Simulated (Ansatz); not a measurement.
Reaction (formal exchange of groups at the In–I bond): `[F][In]([F])[I]` + `OC(F)(Cl)Cl` → `[OH][In]([F])[F]` + `FC(Cl)(Cl)I`

Gas-phase electronic energies from Ansatz, PBE0-D4/def2-TZVP geometries. CBS: MP2 limit from def2 TZ/QZ plus the TZ coupled-cluster correction, frozen cores. DFT in def2-TZVPP. B3LYP here is the variant with VWN-RPA as its local correlation; programs differ in this. def2 core potentials past Kr. For I, In outer-core shells are correlated without core-valence functions, which leaves a few kJ/mol of doubt a bond. One conformer a species, not always the lowest.

```json
{"level": "PBE-D4", "ΔE (kJ/mol)": "151.1", "difference from CCSD(T)/CBS": "2.0"}
{"level": "PBE0-D4", "ΔE (kJ/mol)": "169.4", "difference from CCSD(T)/CBS": "20.3"}
{"level": "r2SCAN0-D4", "ΔE (kJ/mol)": "179.2", "difference from CCSD(T)/CBS": "30.1"}
{"level": "ωB97X-V", "ΔE (kJ/mol)": "163.0", "difference from CCSD(T)/CBS": "13.9"}
{"level": "revPBE", "ΔE (kJ/mol)": "151.2", "difference from CCSD(T)/CBS": "2.1"}
{"level": "BLYP", "ΔE (kJ/mol)": "146.8", "difference from CCSD(T)/CBS": "-2.3"}
{"level": "B3LYP", "ΔE (kJ/mol)": "162.6", "difference from CCSD(T)/CBS": "13.5"}
{"level": "r2SCANh", "ΔE (kJ/mol)": "172.0", "difference from CCSD(T)/CBS": "22.9"}
{"level": "BHLYP", "ΔE (kJ/mol)": "181.2", "difference from CCSD(T)/CBS": "32.1"}
{"level": "LC-ωPBE", "ΔE (kJ/mol)": "165.7", "difference from CCSD(T)/CBS": "16.6"}
{"level": "HF/def2-SVP", "ΔE (kJ/mol)": "237.4", "difference from CCSD(T)/CBS": "88.3"}
{"level": "CCSD/def2-SVP", "ΔE (kJ/mol)": "197.5", "difference from CCSD(T)/CBS": "48.4"}
{"level": "CCSD(T)/def2-SVP", "ΔE (kJ/mol)": "193.2", "difference from CCSD(T)/CBS": "44.1"}
{"level": "HF/def2-TZVPP", "ΔE (kJ/mol)": "204.0", "difference from CCSD(T)/CBS": "54.9"}
{"level": "SCS-MP2/def2-TZVPP", "ΔE (kJ/mol)": "146.6", "difference from CCSD(T)/CBS": "-2.5"}
{"level": "CCSD/CBS(def2)", "ΔE (kJ/mol)": "156.2", "difference from CCSD(T)/CBS": "7.1"}
{"level": "CCSD(T)/CBS", "ΔE (kJ/mol)": "149.1", "difference from CCSD(T)/CBS": "0"}
```

Largest T1 diagnostic among the species: 0.018.

At CCSD(T), def2-SVP lies +44.1 kJ/mol from the extrapolated value and def2-TZVPP +4.9 kJ/mol. From BLYP to BHLYP (50 % exact exchange), in def2-TZVPP and without D4, ΔE moves by +34.4 kJ/mol.
